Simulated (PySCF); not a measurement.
ClHO₂SW, SMILES [Cl][W](=[O])([SH])=[O], multiplicity 1.

Geometry: B3LYP-D3(BJ)/def2-SVP. The spin state was assumed, not searched. The structure was generated by enumeration; whether it is a known compound was not checked. The def2 effective core potentials stand for the cores of W; spin–orbit coupling is left out. Other conformers were not sampled.

Two levels are set side by side: PBE/def2-TZVP (PySCF) and ωB97X/def2-TZVP (PySCF). Same geometry, gas phase. Differences are taken from unrounded values.

```
quantity                      ωB97X    PBE  PBE minus ωB97X
---------------------------  ------  -----  ---------------
orbital gap (eV)               9.89   3.74            -6.15
highest occupied level (eV)  -11.08  -7.53             3.55
lowest empty level (eV)       -1.19  -3.79            -2.61
dipole moment (D)              2.57   2.50            -0.07
mean polarisability (bohr³)    73.8   77.0              3.2
```

Without exact exchange PBE keeps part of each electron's self-repulsion, which lifts occupied levels and narrows the gap. PBE's more diffuse valence density responds more strongly to a field. Differences between two approximate levels are no errors against the true value.

Rough cost on one machine, each run with all the roots and properties that it gave: ωB97X against PBE within a factor of 2.
